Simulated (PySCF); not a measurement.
These are ωB97X-D3(BJ)/def2-TZVP run with PySCF values and carry that method's errors. Isolated molecules, 0 K electronic values unless said otherwise. Delta-SCF ions had no search for a lower state. Excitations are Tamm–Dancoff values on a coarser integration grid. The basis has no diffuse functions, so Rydberg states are missing or too high.

Reference species (SMILES): `[Cl][Ga]([Cl])[Cl]` (neutral, multiplicity 1).

vertical ionisation energy (Delta-SCF): 12.18 eV
T1 excitation (TDA): 6.38 eV

Changed species: `[Ga]([Cl])([SiH3])[Cl]` (1 of 3 Cl replaced by SiH3; the reference has 0 of 3 Cl replaced by SiH3).

Q: Give the shifts of the vertical ionisation energy (Delta-SCF) and T1 excitation (TDA).

A: the vertical ionisation energy (Delta-SCF) falls by 1.51 eV, to 10.67 eV; the T1 excitation (TDA) falls by 1.58 eV, to 4.80 eV.
